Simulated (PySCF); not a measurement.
Frontier orbitals and the lowest excitations

C9H14Ge.
Structure used (PBE0-D3(BJ)/def2-SVP), in Å, numbered top down from 1:
```xyz
24
C9H14Ge angstrom
C     -2.1894    1.4880    0.4975
Ge    -1.2779   -0.1593   -0.0277
C     -1.7444   -1.6098    1.1992
C     -1.7903   -0.6598   -1.8478
C      0.6579    0.1188    0.0303
C      1.2167    1.3442    0.4162
C      2.5998    1.5254    0.4532
C      3.4503    0.4786    0.1026
C      2.9122   -0.7487   -0.2846
C      1.5297   -0.9229   -0.3191
H     -1.9162    1.7795    1.5227
H     -1.9319    2.3147   -0.1813
H     -3.2794    1.3425    0.4624
H     -1.2099   -2.5320    0.9260
H     -2.8250   -1.8154    1.1672
H     -1.4676   -1.3457    2.2305
H     -2.8746   -0.8362   -1.9117
H     -1.2723   -1.5800   -2.1570
H     -1.5233    0.1383   -2.5562
H      0.5652    2.1776    0.6946
H      3.0155    2.4895    0.7574
H      4.5339    0.6183    0.1308
H      3.5739   -1.5736   -0.5612
H      1.1269   -1.8936   -0.6263
```

Level of theory: PySCF, TDDFT wB97X-D/def2-SVPD, vertical, gas phase, core orbitals frozen in the response. The wB97X-D/def2-SVPD calculation is non-relativistic and has no spin–orbit coupling, an omission that weighs most on germanium.

Frontier orbitals with the atoms that hold most of them (Löwdin shares over 4%, at most four atoms; ? is withheld):

| orbital | ε (eV) | atoms |
| --- | --- | --- |
| HOMO-3 | -10.15 | C1 35%, Ge2 21%, C4 10%, C3 10% |
| HOMO-2 | -9.93 | C5 28%, Ge2 18%, C6 8%, C10 7% |
| HOMO-1 | -9.04 | ? |
| HOMO | -8.87 | ? |
| LUMO | 1.34 | C5 21%, C8 20%, C10 14%, C7 13% |
| LUMO+1 | 1.49 | C9 21%, C6 20%, C7 15%, C10 15% |
| LUMO+2 | 1.99 | Ge2 21%, C1 7%, C3 7%, C4 7% |

**Question.** Give the leading atoms of the HOMO.

**Answer.** C5 (bonded to 2 C and Ge) 22%; C8 (bonded to 2 C and H) 21%; C10 (bonded to 2 C and H) 11%; C7 (bonded to 2 C and H) 10%.

**Question.** Which atoms hold the HOMO-1, and with what shares?

**Answer.** C9 (bonded to 2 C and H) 22%; C6 (bonded to 2 C and H) 21%; C7 (bonded to 2 C and H) 19%; C10 (bonded to 2 C and H) 19%.

**Question.** How does S1 compare with the orbital gap of 10.21 eV?

**Answer.** S1 is at 5.41 eV (f = 0.0003), 4.80 eV below the gap, made of HOMO-1→LUMO (49%), HOMO→LUMO+1 (46%). Its leading pair isn't HOMO and LUMO; the energies of that pair differ by 10.38 eV. Without the coupling terms of the response equations the lowest excitation would equal the gap.

**Question.** Give energy, strength and leading configuration of S3 and S4, and follow the Löwdin shares of the leading atoms from the occupied to the empty orbital.

**Answer.** 
- S3 (6.60 eV, f 0.010), HOMO-2→LUMO (95%): C5 28% → 21%, Ge2 18% → at most 13%, C8 at most 8% → 20%
- S4 (6.76 eV, f 0.0008), HOMO-2→LUMO+1 (95%): C5 28% → at most 15%, Ge2 18% → at most 15%, C9 at most 8% → 21%, C6 8% → 20%

Löwdin shares depend on the basis, the more so with diffuse functions.
